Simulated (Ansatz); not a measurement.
Gas-phase electronic energies from Ansatz, PBE0-D4/def2-TZVP geometries. CCSD(T)/CBS adds triple-zeta CCSD(T) − MP2 to the extrapolated MP2 energy (def2 sets, frozen cores). Functionals use def2-TZVPP. B3LYP here is the variant with VWN-RPA as its local correlation; programs differ in this. Each species was taken in one conformer, which may not be the lowest.

Consider the isomerisation: `OC1([SiH2]F)BC1` → `C[Si]1(F)CBO1`.

`OC1([SiH2]F)BC1`:

Cartesian coordinates in Å:
```
O -1.139 0.214 1.363
C -0.342 -0.020 0.208
Si 0.923 1.294 -0.108
F 0.191 2.667 -0.494
B -0.878 -0.955 -0.881
C 0.218 -1.455 0.034
H -1.904 0.731 1.096
H 1.721 1.559 1.113
H 1.798 0.901 -1.243
H -1.755 -1.193 -1.638
H 1.273 -1.541 -0.209
H -0.105 -2.203 0.759
```

`C[Si]1(F)CBO1`:

Cartesian coordinates in Å:
```
C -0.974 -1.480 0.677
Si -0.598 0.119 -0.160
F -1.977 0.860 -0.458
C 0.813 1.211 0.320
B 1.290 0.701 -1.118
O 0.265 -0.077 -1.600
H -1.514 -1.310 1.611
H -0.054 -2.024 0.903
H -1.595 -2.107 0.033
H 0.595 2.281 0.358
H 1.450 0.955 1.167
H 2.301 0.870 -1.734
```

```csv
level,ΔE (kcal/mol)
PBE0-D4,-112.8
B2PLYP,-114.9
B3LYP,-112.3
SCS-MP2/def2-TZVPP,-116.0
```

Q: What does CCSD(T)/CBS give? (Best estimate.)

A: Computed: -115.5 kcal/mol. The listed levels differ from it by 2.7, 0.6, 3.2, -0.5 kcal/mol.

Largest T1 diagnostic among the species: 0.013.

From PBE to PBE0 (25 % exact exchange), in def2-TZVPP and without D4, ΔE moves by −3.0 kcal/mol.
